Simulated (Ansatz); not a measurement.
Reactions of `COB(F)Br`.

Calculated with Ansatz (gas phase, PBE0-D4/def2-TZVP geometries, no zero-point term in ΔE). CBS: MP2 limit from def2 TZ/QZ plus the TZ coupled-cluster correction, frozen cores. This one scheme is used for every species. For Br outer-core shells are correlated without core-valence functions, which leaves a few kJ/mol of doubt a bond. Scalar relativity is left out up to krypton. Each species was taken in one conformer, which may not be the lowest.

(1) Order these by ΔE at CCSD(T)/CBS, lowest first. (Estimate.)
A. `COB(F)Br` + `OBS` → `COBS` + `OB(F)Br`
B. `COB(F)Br` + H₂ → `FBBr` + CH₃OH
C. `COB(F)Br` + `CBN` → `CBNC` + `OB(F)Br`
D. `COB(F)Br` + H₂ → `COBF` + HBr

Largest T1 diagnostic: 0.013, for `OBS`.

## Answers

(1) C (-20.6 kJ/mol), A (-1.7 kJ/mol), D (+50.9 kJ/mol), B (+119.4 kJ/mol).
